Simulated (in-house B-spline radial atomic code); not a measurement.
The numbers below are computed, except where a source is named.
# Making a Troullier-Martins s channel for Be, r_c = 0.2 bohr

Be, [He] 2s2, non-relativistic LDA (VWN5), spherical and spin-unpolarised, from an all-electron radial atomic-structure program (B-spline basis) (atomic units). The all-electron 1s level is ε = -3.856411 hartree and its outer maximum at 0.27 bohr.

Inside r_c the pseudo-orbital is u(r) = r^1 exp(p(r)), with p = c0 + c2 r² + c4 r⁴ + … + c12 r¹². The seven coefficients follow from p and its first four derivatives at r_c, from zero curvature of the screened potential at the origin, c4 = −c2²/(2l + 5), and from the norm inside r_c. At r_c the all-electron orbital has P = 1.328044, P' = 1.602612, the screened potential V = -15.07427, V' = 95.51083, V'' = -1010.838, and the norm inside is Q = 0.1812432.

Q: What are p, p' and p'' at r_c?

A: p = ln(P/r_c^1) = ln(1.328044/0.2) = 1.89315. p' = P'/P − 1/r_c = 1.20675 − 5.00000 = -3.79325. The radial equation gives p'' = 2(V − ε) − 2(1) p'/r_c − p'² = -22.43572 − (-37.93254) − 14.38878 = 1.10805. Differentiating, p''' = 2V' + 2(1)p'/r_c² − 2(1)p''/r_c − 2p'p'' = -1.3153, and p'''' = 2V'' − 4(1)p'/r_c³ + 4(1)p''/r_c² − 2(1)p'''/r_c − 2p''² − 2p'p''' = -13.524.

For a trial c2 the five matching conditions are linear in c0, c6, c8, c10 and c12, and c2 is varied until the norm inside r_c equals Q. The root nearest zero gives:

```
 n            c_n
 0       2.497184
 2      -21.66137
 4      -93.84298
 6       22335.85
 8      -697906.1
10        9499532
12  -4.957107e+07
```

Q: Check c4 and p(r_c), and find the screened pseudopotential at the origin.

A: −c2²/5 = -93.843, as listed. The terms c_n r_c^n are 2.49718, -0.86645, -0.15015, 1.42949, -1.78664, 0.97275, -0.20304, which sum to 1.89314. Inverting the radial equation, V_l(r) = ε + 1 p'/r + (p'' + p'²)/2, so V_l(0) = ε + (2l + 3) c2 = -3.856411 + 3 × (-21.6614) = -68.8405 hartree, finite where the all-electron potential diverges.

Orbitals and screened potentials:

```json
{"r (bohr)": "0.02", "P": "0.2677", "u": "0.2409", "V all-electron": "-194.8", "V pseudo": "-68.76"}
{"r (bohr)": "0.05", "P": "0.594", "u": "0.5752", "V all-electron": "-74.74", "V pseudo": "-66.26"}
{"r (bohr)": "0.08", "P": "0.8443", "u": "0.8468", "V all-electron": "-44.71", "V pseudo": "-55.86"}
{"r (bohr)": "0.11", "P": "1.032", "u": "1.042", "V all-electron": "-31.12", "V pseudo": "-37.88"}
{"r (bohr)": "0.14", "P": "1.17", "u": "1.174", "V all-electron": "-23.41", "V pseudo": "-22.09"}
{"r (bohr)": "0.17", "P": "1.266", "u": "1.266", "V all-electron": "-18.48", "V pseudo": "-16.67"}
{"r (bohr)": "0.2", "P": "1.328", "u": "1.328", "V all-electron": "-15.07", "V pseudo": "-15.07"}
```

Logarithmic derivatives P'/P at R = 0.5 bohr, for energies E around ε:

```csv
E − ε (hartree),all-electron,pseudo
-0.5,-1.01422,-1.01421
-0.25,-1.26789,-1.26789
-0.1,-1.42779,-1.42779
0,-1.53783,-1.53783
0.1,-1.65077,-1.65077
0.25,-1.82591,-1.82591
0.5,-2.13433,-2.13432
```

Q: With P(R) = 1.10983 and a norm of 0.6864983 inside R, what slope in energy does norm conservation fix?

A: d(P'/P)/dE = −2 × (norm inside R)/P(R)² = -1.1147 per hartree·bohr at E = ε, for both atoms, since orbital and norm agree at R. Differences over ±0.1 hartree give -1.1149 (all-electron) and -1.1149 (pseudo), which also hold third-order terms. Half a hartree below ε the two curves differ by +0.0000.
